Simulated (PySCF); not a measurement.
Job file and geometry (Å, from GFN2-xTB) of an NMR shielding run on SMILES NCB(O)O, CH₆BNO₂, GIAO PBE0/pcSseg-1 NMR shielding, non-relativistic, gas phase (PySCF 2.14.0, density-fitted response routines); density fitting, a coarse starting grid and PySCF grid level 2 are the driver's defaults:

```
$ OMP_NUM_THREADS=1 python probes_run.py task.json out

{"job": {"kind": "nmr", "xc": "PBE0", "basis": "pcSseg-1"}, "charge": 0, "multiplicity": 1}
N      1.668927    -0.015638    -0.454963
C      0.686832    -0.105663     0.644556
B     -0.833890    -0.084762     0.116225
O     -1.442632    -1.250856    -0.171539
O     -1.515550     1.068174    -0.140678
H      1.575227    -0.835953    -1.045505
H      1.458222     0.791643    -1.035331
H      0.912010    -1.024895     1.187085
H      0.899316     0.728721     1.321354
H     -2.329303    -1.155288    -0.523613
H     -1.073735     1.887190     0.076447
```

Problem. What does the program print?

Solution. 
```
coarse grid: 9128 points
cycle   1  E = -271.3512016249  dE =  5.826e-01  |g| = 8.790e-01  |ddm| = 2.734e+00
cycle   2  E = -271.2461205506  dE =  1.051e-01  |g| = 1.183e+00  |ddm| = 1.265e+00
cycle   3  E = -271.4912641073  dE = -2.451e-01  |g| = 7.318e-02  |ddm| = 7.338e-01
cycle   4  E = -271.4922514602  dE = -9.874e-04  |g| = 2.890e-02  |ddm| = 7.121e-02
cycle   5  E = -271.4924367383  dE = -1.853e-04  |g| = 6.165e-03  |ddm| = 2.415e-02
cycle   6  E = -271.4924440978  dE = -7.360e-06  |g| = 2.117e-03  |ddm| = 5.349e-03
final grid: 88056 points
cycle   7  E = -271.5361777094  dE = -2.806e-05  |g| = 1.025e-02  |ddm| = 1.881e-02
cycle   8  E = -271.5361584376  dE =  1.927e-05  |g| = 1.435e-02  |ddm| = 1.525e-02
cycle   9  E = -271.5361988716  dE = -4.043e-05  |g| = 6.701e-04  |ddm| = 8.779e-03
cycle  10  E = -271.5361989605  dE = -8.885e-08  |g| = 1.978e-04  |ddm| = 5.666e-04
cycle  11  E = -271.5361989679  dE = -7.388e-09  |g| = 6.127e-05  |ddm| = 1.482e-04
cycle  12  E = -271.5361989684  dE = -5.494e-10  |g| = 2.593e-05  |ddm| = 4.773e-05
converged SCF energy = -271.5361989684

GIAO shielding tensors (ppm)
atom      isotropic    diamagn.    paramagn.     s11        s22        s33       span
  0 N      244.545     314.567     -70.022    205.846    252.292    275.496     69.650
  1 C      152.672     250.094     -97.421    136.677    149.847    171.494     34.817
  2 B       73.680     194.109    -120.429     59.866     66.548     94.627     34.761
  3 O      222.886     386.696    -163.809    129.131    263.502    276.026    146.896
  4 O      217.599     388.688    -171.089    120.624    261.719    270.453    149.828
  5 H       31.426      31.804      -0.377     24.522     29.287     40.470     15.949
  6 H       31.859      32.483      -0.623     24.799     30.320     40.459     15.659
  7 H       29.225      30.670      -1.445     25.396     28.149     34.130      8.734
  8 H       29.627      31.216      -1.589     25.506     28.737     34.639      9.133
  9 H       27.787      30.442      -2.656     22.102     23.726     37.532     15.430
 10 H       27.868      32.777      -4.910     22.152     24.672     36.779     14.627
```

Size and cost of the density-fitted run: 115 basis functions, 10 s wall time on 1 thread of an Arm Neoverse V1, shared host; peak memory 0.51 GiB.
